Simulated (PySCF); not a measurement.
**UHF on Ni²⁺ (nickel, charge +2)**

Configuration: [Ar] 3d7 4p1, one real determinant (an excited configuration). Computed with PySCF 2.14 in aug-cc-pVTZ with one added diffuse shell each of s, p, d, f, g type (9s8p6d4f3g, 118 functions), with the non-relativistic Hamiltonian (point nucleus).

```
Total energy                                                  : -1505.587795 hartree
One-electron energy                                           : -2064.4545 hartree
Hartree (Coulomb) energy                                      : 620.0242 hartree
Exchange energy                                               : -61.1576 hartree
Kinetic energy                                                : 1505.82651 hartree
⟨S²⟩                                                          : 6.0028
⟨L²⟩                                                          : 13.958
Sum of ⟨r⟩                                                    : 17.00 bohr
Sum of ⟨r²⟩                                                   : 21.57 bohr²
Traceless quadrupole moment −½Σ⟨3z² − r²⟩ along its main axis : -3.42 e·bohr²
Density at the nucleus (Gaussians lack the cusp)              : 14800 bohr⁻³
Spin density at the nucleus                                   : 0.319 bohr⁻³
Langevin diamagnetic susceptibility                           : -17.1 ×10⁻⁶ cm³/mol
```

| shell | electrons | mean orbital energy (eV) | spread (eV) | rms radius, mean of both spins (bohr) |
| --- | --- | --- | --- | --- |
| 1s α | 1 | -8345.5 | 0 | 0.0635 |
| 1s β | 1 | -8345.4 | 0 | 0.0635 |
| 2s α | 1 | -1063.2 | 0 | 0.268 |
| 2s β | 1 | -1059.8 | 0 | 0.268 |
| 2p α | 3 | -927.79 | 0.345 | 0.239 |
| 2p β | 3 | -924.45 | 0.136 | 0.239 |
| 3s α | 1 | -165.86 | 0 | 0.799 |
| 3s β | 1 | -157.34 | 0 | 0.799 |
| 3p α | 3 | -122.75 | 0.598 | 0.839 |
| 3p β | 3 | -112.46 | 0.808 | 0.839 |
| 3d α | 5 | -49.960 | 1.753 | 0.994 |
| 3d β | 2 | -45.834 | 0.242 | 0.994 |
| 4p α | 1 | -20.699 | 0 | 2.94 |

⟨L²⟩ = 13.96 against 20 for a pure G term, so this real determinant mixes terms.

Spin-orbit constants ζ (cm⁻¹) from the X2C one-electron operator on these orbitals (non-relativistic here): bare nucleus, nucleus screened by l(l+1)(2l+1)/3 electrons, and screened by the Breit-Pauli mean field of the electrons.

```csv
shell,bare,screened nucleus,mean field
2p,93950,87240,n/a
3p,12010,11150,n/a
3d,1278,821.8,n/a
4p,740.3,687.4,n/a
```

To first order the Landé constant is A = -111.1 cm⁻¹, so the lowest level has J = 6 and lies 0.110 eV below the centre of the term. This holds in LS coupling only.
